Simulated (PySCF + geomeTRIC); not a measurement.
Computed with PySCF + geomeTRIC with TPSSh-D3(BJ)/def2-TZVP. fastk is a local helper that only speeds up exchange builds. No frequencies were computed at this level.

```python
import json, numpy as np
from pyscf import gto, dft
from fastk import lowrank_exchange
atoms = """
C     -0.889289     1.627302    -0.214605
Si    -0.137546    -0.093848    -0.542730
C     -1.201645    -1.376107     0.383902
Si     2.074896    -0.187685     0.141036
H     -0.850575     1.881400     0.841443
H     -1.929571     1.678425    -0.524246
H     -0.349497     2.399627    -0.754980
H     -0.306096    -0.364027    -1.986499
H     -2.242847    -1.333807     0.076025
H     -1.172365    -1.212786     1.458039
H     -0.847212    -2.386026     0.198678
H      2.247172     0.079919     1.573745
H      2.683296    -1.500293    -0.096898
H      2.921279     0.787908    -0.552909
"""
def scf(charge, spin, dm0=None):
    mol = gto.M(atom=atoms, basis='def2-tzvp', ecp={}, charge=charge, spin=spin, verbose=3, max_memory=5040)
    mf = dft.KS(mol, xc='tpssh').density_fit(auxbasis="def2-universal-jkfit")
    mf.disp = 'd3bj'
    mf.grids.level = 3
    mf.conv_tol = 1e-8
    mf.max_cycle = 60
    mf.kernel(dm0)
    if not mf.converged:
        mf = mf.newton().run(mf.mo_coeff, mf.mo_occ).undo_soscf()
    return mf
mf = scf(0, 0)
from pyscf.geomopt.geometric_solver import kernel as optimize
path = []
done, mol = optimize(mf, maxsteps=80, assert_convergence=False, callback=lambda env: path.append((env["energy"], bool(env["g_scanner"].converged))))
res = dict(converged=bool(done and path[-1][1]), energy=path[-1][0], path=[e for e, c in path], xyz=mol.atom_coords(unit="Angstrom").tolist(), nao=mol.nao)
json.dump(res, open("result.json", "w"))
```

Output:

```
converged SCF energy = -661.340874258362
Geometry optimization cycle 1
converged SCF energy = -661.340874258362
cycle 1: E = -661.340874258  dE = -661.341  norm(grad) = 0.0338187
Geometry optimization cycle 2
converged SCF energy = -661.34294297589
cycle 2: E = -661.342942976  dE = -0.00206872  norm(grad) = 0.0100438
Geometry optimization cycle 3
converged SCF energy = -661.343147934047
cycle 3: E = -661.343147934  dE = -0.000204958  norm(grad) = 0.00220205
Geometry optimization cycle 4
converged SCF energy = -661.343177348713
cycle 4: E = -661.343177349  dE = -2.94147e-05  norm(grad) = 0.000762343
Geometry optimization cycle 5
converged SCF energy = -661.343185412993
cycle 5: E = -661.343185413  dE = -8.06428e-06  norm(grad) = 0.000720873
Geometry optimization cycle 6
converged SCF energy = -661.343187982054
cycle 6: E = -661.343187982  dE = -2.56906e-06  norm(grad) = 0.00032628
Geometry optimization cycle 7
converged SCF energy = -661.343188424734
cycle 7: E = -661.343188425  dE = -4.4268e-07  norm(grad) = 9.40569e-05
Geometry optimization cycle 8
converged SCF energy = -661.343188525744
cycle 8: E = -661.343188526  dE = -1.0101e-07  norm(grad) = 7.04106e-05
<class 'geometric.internal.Distance'> : 13
<class 'geometric.internal.Angle'> : 24
<class 'geometric.internal.Dihedral'> : 27
<class 'geometric.internal.TranslationX'> : 1
<class 'geometric.internal.TranslationY'> : 1
<class 'geometric.internal.TranslationZ'> : 1
<class 'geometric.internal.RotationA'> : 1
<class 'geometric.internal.RotationB'> : 1
<class 'geometric.internal.RotationC'> : 1
Step    0 : Gradient = 9.038e-03/2.434e-02 (rms/max) Energy = -661.3408742584
Step    1 : Displace = 2.438e-02/5.051e-02 (rms/max) Trust = 1.000e-01 (=) Grad = 2.684e-03/7.718e-03 (rms/max) E (change) = -661.3429429759 (-2.069e-03) Quality = 1.162
Step    2 : Displace = 1.045e-02/1.978e-02 (rms/max) Trust = 1.414e-01 (+) Grad = 5.885e-04/1.296e-03 (rms/max) E (change) = -661.3431479340 (-2.050e-04) Quality = 1.215
Step    3 : Displace = 5.788e-03/1.066e-02 (rms/max) Trust = 2.000e-01 (+) Grad = 2.037e-04/3.917e-04 (rms/max) E (change) = -661.3431773487 (-2.941e-05) Quality = 1.290
Step    4 : Displace = 3.988e-03/6.967e-03 (rms/max) Trust = 2.828e-01 (+) Grad = 1.927e-04/4.378e-04 (rms/max) E (change) = -661.3431854130 (-8.064e-06) Quality = 1.355
Step    5 : Displace = 2.669e-03/4.495e-03 (rms/max) Trust = 3.000e-01 (+) Grad = 8.720e-05/1.610e-04 (rms/max) E (change) = -661.3431879821 (-2.569e-06) Quality = 1.256
Step    6 : Displace = 1.021e-03/2.356e-03 (rms/max) Trust = 3.000e-01 (=) Grad = 2.514e-05/4.973e-05 (rms/max) E (change) = -661.3431884247 (-4.427e-07) Quality = 1.176
Step    7 : Displace = 6.201e-04/1.289e-03 (rms/max) Trust = 3.000e-01 (=) Grad = 1.882e-05/4.740e-05 (rms/max) E (change) = -661.3431885257 (-1.010e-07) Quality = 0.904
Converged! =D
```

Cost: very roughly 5 core-minutes.
